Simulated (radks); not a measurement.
Task: The thallium ion Tl10+, configuration [Xe] 4f13 5d4 (not the ground configuration). Method: non-relativistic Kohn-Sham, PBE, spin-polarised, spherical densities, point nucleus; open shells are filled with parallel spins first (spin-orbit coupling, left out, can overturn this in heavy ions); relativity is left out, which matters for an element this heavy; computed with a radial shooting solver on a logarithmic mesh with Libxc functionals. Some entries of the table are withheld. Estimate them.

| orbital | occ. | eigenvalue (eV) | <1/r> (bohr^-1) | <r> (bohr) |
|---|---|---|---|---|
| 1s up | 1 | -77184.57 | 80.45 | 0.01869 |
| 1s down | 1 | -77184.57 | 80.45 | 0.01869 |
| 2s up | 1 | -13122.90 | 18.96 | 0.07863 |
| 2s down | 1 | -13122.19 | 18.96 | 0.07863 |
| 2p up | 3 | -12637.16 | 19.00 | 0.06642 |
| 2p down | 3 | -12636.63 | 19.00 | 0.06642 |
| 3s up | 1 | -3255.527 | 7.366 | 0.1980 |
| 3s down | 1 | -3254.159 | 7.367 | 0.1979 |
| 3p up | 3 | -3025.277 | 7.322 | 0.1884 |
| 3p down | 3 | -3024.016 | 7.324 | 0.1884 |
| 3d up | 5 | -2595.779 | 7.257 | 0.1643 |
| 3d down | 5 | -2594.638 | 7.258 | 0.1643 |
| 4s up | 1 | -853.0524 | 3.254 | 0.4319 |
| 4s down | 1 | -851.2895 | 3.253 | 0.4319 |
| 4p up | 3 | -752.4231 | 3.170 | 0.4346 |
| 4p down | 3 | -750.6229 | 3.169 | 0.4346 |
| 4d up | 5 | -567.0014 | 2.998 | 0.4387 |
| 4d down | 5 | -565.0714 | 2.997 | 0.4387 |
| 4f up | 7 | -316.7067 | 2.696 | 0.4466 |
| 4f down | 6 | -314.5640 | 2.698 | 0.4460 |
| 5s up | 1 | -270.5066 | (1) | 0.9233 |
| 5s down | 1 | -266.0375 | (2) | 0.9213 |
| 5p up | 3 | -234.7892 | 1.363 | (3) |
| 5p down | 3 | -230.1995 | 1.368 | (4) |
| 5d up | 4 | -173.8577 | 1.186 | 1.098 |
| 5d down | 0 | -169.2268 | 1.184 | 1.101 |

Result: 
(1) 5s up <1/r> (bohr^-1): 1.447
(2) 5s down <1/r> (bohr^-1): 1.453
(3) 5p up <r> (bohr): 0.9717
(4) 5p down <r> (bohr): 0.9705
